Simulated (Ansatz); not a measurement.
# Ligand exchange: C4H9Cl + AuSH → C4H10S + AuCl

Species: C4H9Cl (1-chloro-2-methylpropane) `CC(C)CCl`, singlet; AuSH `[SH][Au]`, singlet; C4H10S (isobutyl mercaptan) `CC(C)CS`, singlet; AuCl (gold monochloride), singlet. The partners trade Cl for SH: C–Cl and Au–SH bonds give way to C–SH and Au–Cl.

Shapes, held fixed at every level: PBE0-D4/def2-TZVP. Flexible molecules stand in one conformer, not always the lowest. Programs: Ansatz 0.2.0. Electronic energies: no zero-point or thermal term.

**Question.** Estimate ΔE of this reaction.

**Answer.** The highest level, CCSD(T)/def2-TZVPP, gives ΔE = +19.9 kJ/mol; the levels span -10.3 to +26.1. They disagree on the sign: 7 of 8 are positive. The column of differences is taken from that level and isn't an error. No measured value is set beside it here. T1 is large for AuSH (0.025), AuCl (0.025), so single-reference values are less sure there. For atoms past krypton def2 sets carry core potentials with scalar relativity. Outer-core shells of Au are correlated in most correlated rows, in sets that cover them unevenly.

| level | kind | ΔE (kJ/mol) | less CCSD(T)/def2-TZVPP |
| --- | --- | --- | --- |
| HF/def2-TZVPP | Hartree–Fock | -10.3 | -30.2 |
| PBE-D4/def2-TZVPP | GGA | +26.1 | +6.2 |
| r2SCAN-D4/def2-TZVPP | meta-GGA | +24.3 | +4.4 |
| B3LYP-D4/def2-TZVPP | global hybrid | +18.2 | -1.7 |
| wB97M-V/def2-TZVPP | range-separated hybrid | +9.2 | -10.7 |
| wB97X-V/def2-TZVPP | range-separated hybrid | +7.8 | -12.1 |
| B2PLYP/def2-TZVPP | double hybrid | +21.8 | +1.9 |
| CCSD(T)/def2-TZVPP | coupled cluster or CI | +19.9 | 0.0 |
